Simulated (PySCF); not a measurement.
C2H6BiCl, SMILES [CH3][Bi]([CH3])[Cl].

Geometry optimised at PBE-D3(BJ)/def2-SVP. The structure was generated by enumeration; whether it is a known compound was not checked. The def2 effective core potentials stand for the cores of Bi; spin–orbit coupling is left out.

Calculation: PySCF with PBE-D3(BJ)/def2-SVP.

Frequencies are harmonic and unscaled.

Computed normal modes with their intensities:
```csv
mode,ν (cm⁻¹),IR (km/mol),moving atoms (share of kinetic energy)
1,55,0.0,H 98 %
2,81,0.1,H 98 %
3,117,0.9,"C 47 %, Cl 26 %, H 23 %"
4,125,0.8,"C 46 %, H 23 %, Cl 23 %"
5,152,0.8,"C 59 %, H 32 %, Bi 8 %"
6,313,28.6,"Cl 86 %, Bi 14 %"
7,451,21.2,"C 75 %, H 18 %"
8,454,13.2,"C 76 %, H 18 %"
9,670,6.7,"H 88 %, C 11 %"
10,693,0.0,"H 85 %, C 15 %"
11,697,15.3,"H 84 %, C 16 %"
12,770,15.8,"H 82 %, C 18 %"
13,1121,3.4,"H 83 %, C 17 %"
14,1134,0.4,"H 83 %, C 17 %"
15,1363,3.6,H 94 %
16,1374,5.2,H 95 %
17,1375,0.5,H 94 %
18,1387,11.9,H 95 %
19,2985,6.7,H 98 %
20,2986,5.1,H 98 %
21,3106,1.3,"H 90 %, C 10 %"
22,3107,4.9,"H 90 %, C 10 %"
23,3122,2.7,"H 90 %, C 10 %"
24,3122,0.7,"H 90 %, C 10 %"
```
